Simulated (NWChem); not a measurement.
System: CH2BNO; SMILES BN=C=O

Output (shortened):

```
             Northwest Computational Chemistry Package (NWChem) 7.3.0
             --------------------------------------------------------

 C2V symmetry detected

                             Geometry "geometry" -> ""
                             -------------------------

 Output coordinates in angstroms (scale by  1.889725989 to convert to a.u.)

  No.       Tag          Charge          X              Y              Z
 ---- ---------------- ---------- -------------- -------------- --------------
    1 B                    5.0000     0.00000000     0.00000000    -1.94366150
    2 H                    1.0000     0.00000000     1.05486473    -2.53217278
    3 H                    1.0000     0.00000000    -1.05486473    -2.53217278
    4 N                    7.0000     0.00000000     0.00000000    -0.53881682
    5 C                    6.0000     0.00000000     0.00000000     0.65904615
    6 O                    8.0000     0.00000000     0.00000000     1.82501173

 Effective nuclear repulsion energy (a.u.)      89.4701891996

      Symmetry information
      --------------------

 Group name             C2v
 Group number             16
 Group order               4
 No. of unique centers     5

  pbe96 is a nonlocal functional; adding pw91lda local functional.

                                 NWChem DFT Module
                                 -----------------

 Summary of "ao basis" -> "ao basis" (spherical)
 ------------------------------------------------------------------------------
       Tag                 Description            Shells   Functions and Types
 ---------------- ------------------------------  ------  ---------------------
 B                           6-31g*                  6       14   3s2p1d
 H                           6-31g*                  2        2   2s
 N                           6-31g*                  6       14   3s2p1d
 C                           6-31g*                  6       14   3s2p1d
 O                           6-31g*                  6       14   3s2p1d

      Symmetry analysis of basis
      --------------------------

        a1         30
        a2          4
        b1         12
        b2         14

            General Information
            -------------------
          SCF calculation type: DFT
          Wavefunction type:  closed shell.
          No. of atoms     :     6
          No. of electrons :    28
           Alpha electrons :    14
            Beta electrons :    14
          Charge           :     0
          Spin multiplicity:     1
          Use of symmetry is: on ; symmetry adaption is: on
          Maximum number of iterations: 150
          AO basis - number of functions:    60
                     number of shells:    28
          Convergence on energy requested:  1.00D-06
          Convergence on density requested:  1.00D-05
          Convergence on gradient requested:  5.00D-04

              XC Information
              --------------
                     Hartree-Fock (Exact) Exchange  1.000
                     LC-wPBE(h)Exchange Functional  1.000
            Perdew 1991 LDA Correlation Functional  1.000 local
           PerdewBurkeErnz. Correlation Functional  1.000 non-local

           Range-Separation Parameters
           ---------------------------
           Alpha           :  0.00
           Beta            :  1.00
           Gamma           :  0.35
           Short-Range HF  :     F

             Grid Information
             ----------------
          Grid used for XC integration:  medium
          Radial quadrature: Mura-Knowles
          Angular quadrature: Lebedev.
          Tag              B.-S. Rad. Rad. Pts. Rad. Cut. Ang. Pts.
          ---              ---------- --------- --------- ---------
          B                   0.85       49           9.0       434
          H                   0.35       45          10.0       434
          N                   0.65       49           7.0       434
          C                   0.70       49           9.0       434
          O                   0.60       49          11.0       434
          Grid pruning is: on
          Number of quadrature shells:   241
          Spatial weights used:  Erf1

      Superposition of Atomic Density Guess
      -------------------------------------

 Sum of atomic energies:        -192.23089820

      Non-variational initial energy
      ------------------------------

 Total energy =    -194.039569
 1-e energy   =    -437.686280
 2-e energy   =     154.176522
 HOMO         =      -0.314831
 LUMO         =      -0.012781

      Symmetry analysis of molecular orbitals - initial
      -------------------------------------------------

  Numbering of irreducible representations:

     1 a1          2 a2          3 b1          4 b2

  Orbital symmetries:

     1 a1          2 a1          3 a1          4 a1          5 a1
     6 a1          7 a1          8 a1          9 b2         10 b1
    11 a1         12 b2         13 b1         14 b2         15 b1
    16 b2         17 a1         18 b1         19 a1         20 a1
    21 b2         22 a1         23 b2         24 a1

   convergence    iter        energy       DeltaE   RMS-Dens  Diis-err
 ---------------- ----- ----------------- --------- --------- ---------
 d= 0,ls=0.0,diis     1   -193.8759607240 -2.83D+02  1.47D-02  9.12D-01
 d= 0,ls=0.0,diis     2   -193.8943665977 -1.84D-02  7.40D-03  9.78D-01
 d= 0,ls=0.0,diis     3   -193.9770212888 -8.27D-02  2.15D-03  3.77D-02
 d= 0,ls=0.0,diis     4   -193.9796909093 -2.67D-03  8.98D-04  1.06D-02
 d= 0,ls=0.0,diis     5   -193.9807662640 -1.08D-03  2.57D-04  4.40D-04
  Resetting Diis
 d= 0,ls=0.0,diis     6   -193.9808262526 -6.00D-05  1.08D-04  1.24D-05
 d= 0,ls=0.0,diis     7   -193.9808309211 -4.67D-06  2.86D-05  1.71D-06
 d= 0,ls=0.0,diis     8   -193.9808314069 -4.86D-07  1.01D-05  4.85D-07
 d= 0,ls=0.0,diis     9   -193.9808315369 -1.30D-07  1.24D-05  1.13D-07
 d= 0,ls=0.0,diis    10   -193.9808315962 -5.92D-08  2.92D-06  5.21D-08

         Total DFT energy =     -193.980831596168
      One electron energy =     -439.501697198099
           Coulomb energy =      181.588272771577
    Exchange-Corr. energy =      -25.537596369294
 Nuclear repulsion energy =       89.470189199648

 Numeric. integr. density =       28.000001071710

                  Occupations of the irreducible representations
                  ----------------------------------------------

                     irrep           alpha         beta
                     --------     --------     --------
                     a1                9.0          9.0
                     a2                0.0          0.0
                     b1                2.0          2.0
                     b2                3.0          3.0

                       DFT Final Molecular Orbital Analysis
                       ------------------------------------

 Vector   12  Occ=2.000000D+00  E=-4.980698D-01  Symmetry=b2
              MO Center=  2.1D-31, -5.9D-15, -1.1D+00, r^2= 3.9D+00
   Bfn.  Coefficient  Atom+Function         Bfn.  Coefficient  Atom+Function
  ----- ------------  ---------------      ----- ------------  ---------------
     4      0.354963  1 B  py                50     -0.306034  6 O  py
    22      0.207508  4 N  py                54     -0.198858  6 O  py
    15      0.180033  2 H  s                 17     -0.180033  3 H  s
    16      0.171215  2 H  s                 18     -0.171215  3 H  s
    26      0.136057  4 N  py                 8      0.107743  1 B  py

 Vector   13  Occ=2.000000D+00  E=-4.382572D-01  Symmetry=b1
              MO Center=  3.5D-17, -1.7D-16,  2.6D-01, r^2= 2.3D+00
   Bfn.  Coefficient  Atom+Function         Bfn.  Coefficient  Atom+Function
  ----- ------------  ---------------      ----- ------------  ---------------
    21      0.452009  4 N  px                49     -0.418787  6 O  px
    25      0.339544  4 N  px                53     -0.286684  6 O  px
     3      0.151088  1 B  px                 7      0.067930  1 B  px
    45      0.056084  5 C  d  1

 Vector   14  Occ=2.000000D+00  E=-3.855124D-01  Symmetry=b2
              MO Center= -9.2D-17, -2.5D-15, -4.7D-01, r^2= 3.6D+00
   Bfn.  Coefficient  Atom+Function         Bfn.  Coefficient  Atom+Function
  ----- ------------  ---------------      ----- ------------  ---------------
    22      0.409381  4 N  py                50     -0.352724  6 O  py
    26      0.320713  4 N  py                54     -0.260123  6 O  py
     4     -0.210131  1 B  py                16     -0.196712  2 H  s
    18      0.196712  3 H  s                 15     -0.154914  2 H  s
    17      0.154914  3 H  s                 36      0.133411  5 C  py

 Vector   15  Occ=0.000000D+00  E= 1.782072D-02  Symmetry=b1
              MO Center= -3.2D-16, -4.5D-17, -1.1D+00, r^2= 3.4D+00
   Bfn.  Coefficient  Atom+Function         Bfn.  Coefficient  Atom+Function
  ----- ------------  ---------------      ----- ------------  ---------------
     7      0.533453  1 B  px                 3      0.442079  1 B  px
    35     -0.328939  5 C  px                39     -0.247333  5 C  px
    49      0.240795  6 O  px                53      0.232670  6 O  px
    25     -0.080801  4 N  px                21     -0.042812  4 N  px
    31      0.040595  4 N  d  1

 Vector   16  Occ=0.000000D+00  E= 1.389011D-01  Symmetry=b2
              MO Center= -1.1D-16,  7.0D-16,  1.9D-01, r^2= 2.8D+00
   Bfn.  Coefficient  Atom+Function         Bfn.  Coefficient  Atom+Function
  ----- ------------  ---------------      ----- ------------  ---------------
    40      0.571269  5 C  py                36      0.554545  5 C  py
    16      0.493262  2 H  s                 18     -0.493262  3 H  s
     8     -0.435176  1 B  py                54     -0.370924  6 O  py
    50     -0.338576  6 O  py                26     -0.328889  4 N  py
    22     -0.325172  4 N  py                 4     -0.116384  1 B  py

 Vector   17  Occ=0.000000D+00  E= 1.924358D-01  Symmetry=b1
              MO Center= -5.3D-15, -1.9D-16, -1.5D-01, r^2= 3.2D+00
   Bfn.  Coefficient  Atom+Function         Bfn.  Coefficient  Atom+Function
  ----- ------------  ---------------      ----- ------------  ---------------
    39     -0.638840  5 C  px                25      0.608017  4 N  px
     7     -0.523378  1 B  px                35     -0.476578  5 C  px
    21      0.419624  4 N  px                53      0.356701  6 O  px
    49      0.301261  6 O  px                 3     -0.159510  1 B  px
    13     -0.040502  1 B  d  1

     Multipole analysis of the density
     ---------------------------------

     L   x y z        total         alpha         beta         nuclear
     -   - - -        -----         -----         ----         -------
     0   0 0 0     -0.000000    -14.000000    -14.000000     28.000000

     1   1 0 0     -0.000000     -0.000000     -0.000000      0.000000
     1   0 1 0      0.000000      0.000000      0.000000      0.000000
     1   0 0 1     -0.363043     -0.181521     -0.181521      0.000000

     2   2 0 0    -15.784811     -7.892406     -7.892406      0.000000
     2   1 1 0     -0.000000     -0.000000     -0.000000      0.000000
     2   1 0 1     -0.000000     -0.000000     -0.000000      0.000000
     2   0 2 0    -17.008562    -12.477946    -12.477946      7.947329
     2   0 1 1      0.000000      0.000000      0.000000      0.000000
     2   0 0 2    -19.741071   -122.352913   -122.352913    224.964755

                                 NWChem DFT Module
                                 -----------------

      Symmetry analysis of basis
      --------------------------

        a1         30
        a2          4
        b1         12
        b2         14

            General Information
            -------------------
          SCF calculation type: DFT
          Wavefunction type:  spin polarized.
          No. of atoms     :     6
          No. of electrons :    27
           Alpha electrons :    14
            Beta electrons :    13
          Charge           :     1
          Spin multiplicity:     2
          Use of symmetry is: on ; symmetry adaption is: on
          Maximum number of iterations: 150
          This is a Direct SCF calculation.
          AO basis - number of functions:    60
                     number of shells:    28
          Convergence on energy requested:  1.00D-06
          Convergence on density requested:  1.00D-05
          Convergence on gradient requested:  5.00D-04

              XC Information
              --------------
                     Hartree-Fock (Exact) Exchange  1.000
                     LC-wPBE(h)Exchange Functional  1.000
            Perdew 1991 LDA Correlation Functional  1.000 local
           PerdewBurkeErnz. Correlation Functional  1.000 non-local

           Range-Separation Parameters
           ---------------------------
           Alpha           :  0.00
           Beta            :  1.00
           Gamma           :  0.35
           Short-Range HF  :     F

             Grid Information
             ----------------
          Grid used for XC integration:  medium
          Radial quadrature: Mura-Knowles
          Angular quadrature: Lebedev.
          Tag              B.-S. Rad. Rad. Pts. Rad. Cut. Ang. Pts.
          ---              ---------- --------- --------- ---------
          B                   0.85       49           9.0       434
          H                   0.35       45          10.0       434
          N                   0.65       49           7.0       434
          C                   0.70       49           9.0       434
          O                   0.60       49          11.0       434
          Grid pruning is: on
          Number of quadrature shells:   241
          Spatial weights used:  Erf1

      Superposition of Atomic Density Guess
      -------------------------------------

 Sum of atomic energies:        -192.23089820

 Renormalizing density from      28.00 to     27

      Non-variational initial energy
      ------------------------------

 Total energy =    -189.223871
 1-e energy   =    -422.054627
 2-e energy   =     143.360567
 HOMO         =      -0.601447
 LUMO         =      -0.323451

   Symmetry analysis of molecular orbitals - initial alpha
   -------------------------------------------------------

  Numbering of irreducible representations:

     1 a1          2 a2          3 b1          4 b2

  Orbital symmetries:

     1 a1          2 a1          3 a1          4 a1          5 a1
     6 a1          7 a1          8 a1          9 b2         10 b1
    11 a1         12 b2         13 b1         14 b2         15 b1
    16 b2         17 a1         18 b1         19 a1         20 a1
    21 b2         22 a1         23 b2         24 a1

   Symmetry analysis of molecular orbitals - initial beta
   ------------------------------------------------------

  Numbering of irreducible representations:

     1 a1          2 a2          3 b1          4 b2

  Orbital symmetries:

     1 a1          2 a1          3 a1          4 a1          5 a1
     6 a1          7 a1          8 a1          9 b2         10 b1
    11 a1         12 b2         13 b1         14 b2         15 b1
    16 b2         17 a1         18 b1         19 a1         20 a1
    21 b2         22 a1         23 b2         24 a1

[...]
```

Level: LC-wPBE (HJS exchange hole, range parameter 0.35 per bohr)/6-31G* (spherical d), vertical spin-unrestricted ions. All runs use the structure optimised with PBE0/def2-SVP.

Q: Reconstruct the input file.

A: This is not unique; one that fits is the input that was run:
```
start job
memory heap 200 mb stack 900 mb global 1100 mb
geometry units angstroms noautoz
  B     -0.788637    -1.641358     0.628345
  H     -0.192715    -2.304074     1.443668
  H     -1.864823    -1.981816     0.198211
  N     -0.215418    -0.444010     0.168599
  C      0.273054     0.577004    -0.223576
  O      0.748575     1.570819    -0.605266
end
basis spherical
  * library 6-31g*
end
dft
  xc xwpbe 1.00 cpbe96 1.0 hfexch 1.00
  cam 0.35 cam_alpha 0.0 cam_beta 1.0
  iterations 150
  vectors input atomic output neutral.movecs
end
task dft energy
charge 1
dft
  odft
  mult 2
  vectors input atomic output cation.movecs
end
task dft energy
```
